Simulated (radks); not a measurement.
The hafnium ion Hf+ inside a hard spherical wall (all orbitals vanish at R), configuration held at [Xe] 4f14 5d1 6s2 and not refilled when levels cross. Calculated with a radial shooting solver on a logarithmic mesh with Libxc functionals: scalar-relativistic Kohn-Sham, PBEsol, spin-unpolarised, spherical densities, finite nucleus; Fermi nuclear charge, rms radius 5.347 fm. Eigenvalues in eV, with the zero of energy where the potential of the charges vanishes at infinity; a dash marks a level that is unbound or too diffuse for the functional's potential to be trusted. A positive occupied level is held by the wall or, in an anion where self-interaction has pushed it up, behind a barrier. The pressure on the wall is -dE/dV.

| R (bohr) | E (hartree) | kinetic (hartree) | e(5p) | e(4f) | e(6s) | e(5d) | e(6p, empty) | e(7s, empty) | pressure (GPa) |
|---|---|---|---|---|---|---|---|---|---|
| free | -15071.3681 | 16506.666 | -44.769 | -26.207 | -11.893 | -10.732 | -6.906 | - | 0 |
| 20 | -15071.3681 | 16506.666 | -44.769 | -26.207 | -11.893 | -10.732 | -6.906 | - | < 0.0001 |
| 15 | -15071.3681 | 16506.666 | -44.769 | -26.207 | -11.893 | -10.732 | -6.906 | -3.193 | < 0.0001 |
| 10 | -15071.3680 | 16506.667 | -44.764 | -26.201 | -11.888 | -10.727 | -6.882 | -2.437 | 0.00265 |
| 8 | -15071.3664 | 16506.685 | -44.689 | -26.124 | -11.824 | -10.662 | -6.688 | -0.479 | 0.0900 |
| 5 | -15071.2491 | 16507.390 | -42.723 | -24.040 | -9.346 | -8.797 | -2.181 | 17.700 | 15.2 |
| 4 | -15070.8951 | 16508.973 | -39.923 | -20.927 | -3.729 | -5.571 | 6.470 | 43.123 | 97.9 |
| 3 | -15069.1940 | 16515.858 | -32.454 | -12.257 | 17.966 | 4.763 | 35.926 | 115.09 | 952 |
| 2.5 | -15066.0007 | 16528.207 | -22.135 | -0.835 | 51.438 | 19.498 | 77.110 | 204.37 | 3910 |
| 1.5 | -15016.1000 | 16692.900 | 95.571 | 91.313 | 393.23 | 170.94 | 453.25 | 914.30 | 164000 |
